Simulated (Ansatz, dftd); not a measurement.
Species: C$_{4}$H$_{4}$N$_{2}$, charge 0, singlet. C4H4N2 (SMILES c1cncnc1).
B3LYP-D3(BJ)/def2-TZVP minimum from Ansatz (an electronic-structure program):
```xyz
10

C     -1.3467     0.0851     0.0034
C     -0.6939    -1.1388    -0.0198
N      0.6354    -1.2334    -0.0234
C      1.3050    -0.0825    -0.0033
N      0.7857     1.1436     0.0198
C     -0.5450     1.2171     0.0229
H     -2.4257     0.1533     0.0062
H     -1.2483    -2.0713    -0.0360
H      2.3875    -0.1509    -0.0061
H     -0.9774     2.2120     0.0417
```
Charge 0, spin multiplicity 1.

Wanted: atomisation energy (electronic, to ground-state atoms), in kcal/mol. UHF or UKS for unpaired electrons; spin-orbit terms are left out. Cores are frozen in correlated methods. Rows without X2C or -DK are non-relativistic. CBS(X,Y): correlation extrapolated as X^-3, Hartree-Fock from the larger set. A bracket is a step between two methods taken in the basis named. The functionals are non-relativistic, so their misses hold any scalar relativity. Double hybrids freeze cores in their MP2 part. 'core' is core correlation in cc-pwCVTZ, 'X2C' scalar relativity in cc-pVTZ-DK, both at CCSD(T). For partners of very few electrons the exact lower level stands in for a higher one. The restricted determinant of C4H4N2 (c1cncnc1, singlet) is unstable towards broken spin symmetry in at least one set run.

```json
[
 {"level": "HF/cc-pVDZ", "program": "Ansatz", "atomisation energy (kcal/mol)": "745.8"},
 {"level": "HF/cc-pVTZ", "program": "Ansatz", "atomisation energy (kcal/mol)": "(withheld)"},
 {"level": "PBE-D3(BJ)/def2-TZVPD", "program": "Ansatz + dftd3", "atomisation energy (kcal/mol)": "1168.0"},
 {"level": "PBE-D4/def2-TZVPD", "program": "Ansatz + dftd4", "atomisation energy (kcal/mol)": "1168.0"},
 {"level": "r2SCAN-D4/def2-TZVPD", "program": "Ansatz + dftd4", "atomisation energy (kcal/mol)": "1116.6"},
 {"level": "r2SCAN/def2-TZVPD", "program": "Ansatz", "atomisation energy (kcal/mol)": "1115.3"},
 {"level": "B2GP-PLYP-D4/def2-TZVPD", "program": "Ansatz + dftd4", "atomisation energy (kcal/mol)": "(withheld)"},
 {"level": "MP2/cc-pVTZ", "program": "Ansatz", "atomisation energy (kcal/mol)": "(withheld)"},
 {"level": "MP2/cc-pVQZ", "program": "Ansatz", "atomisation energy (kcal/mol)": "1129.5"},
 {"level": "MP2/CBS(cc-pVTZ,cc-pVQZ)", "program": "Ansatz", "atomisation energy (kcal/mol)": "(withheld)"},
 {"level": "CCSD/cc-pVQZ", "program": "Ansatz", "atomisation energy (kcal/mol)": "1064.9"},
 {"level": "CCSDT(Q)/cc-pVDZ", "program": "Ansatz", "atomisation energy (kcal/mol)": "(withheld)"},
 {"level": "CCSD(T)/CBS(cc-pVTZ,cc-pVQZ) + [CCSDT(Q) - CCSD(T)]/cc-pVDZ + core + X2C", "program": "Ansatz", "atomisation energy (kcal/mol)": "1112.0"}
]
```

What belongs in the gaps?


- HF/cc-pVTZ, atomisation energy (kcal/mol): 761.1
- B2GP-PLYP-D4/def2-TZVPD, atomisation energy (kcal/mol): 1102.7
- MP2/cc-pVTZ, atomisation energy (kcal/mol): 1108.7
- MP2/CBS(cc-pVTZ,cc-pVQZ), atomisation energy (kcal/mol): 1143.0
- CCSDT(Q)/cc-pVDZ, atomisation energy (kcal/mol): 1013.7
